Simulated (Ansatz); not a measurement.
BGaH$_{7}$NSi, SMILES `[NH2][GaH][BH][SiH3]`. The species carries charge 0 and has multiplicity 1. Correlated methods include outer-core shells of Ga, which these sets cover unevenly. Scalar relativity is left out up to krypton.

```xyz
11

N    -0.523   -1.465   -1.967
Ga   -0.031    0.222   -1.496
B    -0.487    0.961    0.387
Si    0.596    0.544    2.020
H    -0.332   -1.864   -2.871
H    -1.050   -2.094   -1.386
H     0.772    0.981   -2.613
H    -1.471    1.629    0.542
H    -0.050   -0.700    2.546
H     2.021    0.216    1.739
H     0.556    1.570    3.098
```

(1) Give the diagnostics of a CCSD(T)/def2-TZVPP run (frozen core, Ansatz). (An estimate is asked.)

## Answers

(1) The calculation gave: T1 = 0.0146, largest single amplitude 0.036, largest double 0.030, (T) share of the correlation energy 3.7 %, 11 CCSD cycles. The RHF solution is stable towards an unrestricted one. T1 lies under the customary mark of 0.02 for closed shells.
